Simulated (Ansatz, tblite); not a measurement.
Removing and adding an electron: Cd₁₂H₃₂S₁₂. The state is a singlet with charge 0. Geometry: PBE-D4/def2-SVP, loosely relaxed. Ansatz, gas phase; energy differences of separate SCF runs; the oxidised species was run as a doublet alone; the reduced species was run as a doublet alone.

```xyz
56

Cd   -4.353   -0.641   -1.231
Cd   -3.317    4.251   -0.966
Cd    1.002    2.247    5.008
Cd   -1.476   -4.408    0.457
Cd    0.493   -0.937    5.813
Cd   -1.719   -0.036    1.477
Cd   -0.331    1.052   -2.399
Cd    1.717    1.858    0.665
Cd    2.196   -1.759   -0.084
Cd   -0.357   -2.654   -3.667
Cd    3.504   -1.246    4.024
Cd    3.826    0.060   -2.473
S    -3.328    1.484    0.100
S    -2.958   -2.199    0.573
S    -2.212   -0.841   -2.778
S    -0.985    0.470    3.805
S    -0.145    3.607    1.502
S     2.621    1.188    2.965
S    -0.330   -3.299    2.802
S     0.355   -3.428   -1.171
S     2.948   -2.983    2.006
S     0.252   -0.079   -0.096
S     3.260    2.405   -1.250
S     1.373   -0.632   -3.545
H    -5.994   -0.893   -1.579
H    -3.794    2.729   -3.549
H    -1.617    4.443   -0.761
H    -4.985    4.411   -1.205
H     1.241    0.852    6.132
H     0.767    3.904    4.735
H    -2.015   -6.012    0.605
H    -0.583   -1.714    6.888
H    -0.493    2.710   -2.753
H     2.318    2.593   -5.123
H    -0.672   -3.754   -4.922
H    -0.508   -0.547   -7.045
H     1.820   -1.573    4.692
H     5.147   -1.091    4.453
H     3.620   -1.216   -1.058
H     5.078    0.069   -3.638
H    -4.361    1.645    0.976
H    -3.031    2.628   -3.569
H    -3.889   -2.522    1.513
H    -2.766   -0.499   -3.976
H    -2.152    0.813    4.419
H     0.602    4.747    1.506
H    -0.842    3.972    0.303
H     3.745    1.953    3.037
H    -0.931   -4.077    3.749
H     0.875   -3.958    2.871
H     0.973   -4.605   -1.480
H     4.215   -3.222    1.563
H     3.006    2.278   -4.988
H     2.252    2.784   -2.091
H    -0.520   -0.113   -6.406
H     1.460   -0.218   -4.835
```

In the def2 sets Cd takes a core potential; there is no spin–orbit coupling. The xTB rows come from tblite. Single mean-field runs in def2-TZVP are fitted with def2-universal-jkfit. HOMO above LUMO, or a gap near zero within one spin, warns that the state may not be the lowest or that an electron is smeared out. In the singlet geometry the species has come apart into loosely held pieces. In the singlet, H34 and H53 lie 0.77 Å apart, H26 and H42 lie 0.77 Å apart, H36 and H55 lie 0.77 Å apart (atoms count from 1), so H2 has formed as a molecule. In the doublet geometry the species has come apart into loosely held pieces.

| level | −HOMO (eV) | vertical IE (eV) | −LUMO (eV) | vertical EA (eV) | HOMO–LUMO gap (eV) | IE − EA (eV) | remarks |
| --- | --- | --- | --- | --- | --- | --- | --- |
| GFN1-xTB | 9.38 | 10.86 | 6.50 | 5.33 | 2.88 | 5.53 | loose geometry (+1 doublet), loose geometry (-1 doublet), loose geometry (singlet) |
| GFN2-xTB | 10.55 | 11.92 | 6.81 | 5.31 | 3.73 | 6.61 | loose geometry (+1 doublet), loose geometry (-1 doublet), loose geometry (singlet) |
| PBE-D4/def2-TZVP | 6.13 | 7.50 | 2.73 | 1.49 | 3.40 | 6.01 | gap within one spin near zero (+1 doublet), loose geometry (+1 doublet), loose geometry (-1 doublet), loose geometry (singlet) |
| PBE0-D4/def2-TZVP | 7.22 | 8.22 | 1.97 | 1.15 | 5.25 | 7.07 | loose geometry (+1 doublet), loose geometry (-1 doublet), loose geometry (singlet) |
| ωB97X-V/def2-TZVP | 9.47 | 9.04 | 0.15 | 0.56 | 9.32 | 8.48 | loose geometry (+1 doublet), loose geometry (-1 doublet), loose geometry (singlet) |

   Raw xTB energy differences between charge states are shifted by several eV; the methods need an empirical correction for them. Sets without diffuse functions give affinities that are too small.
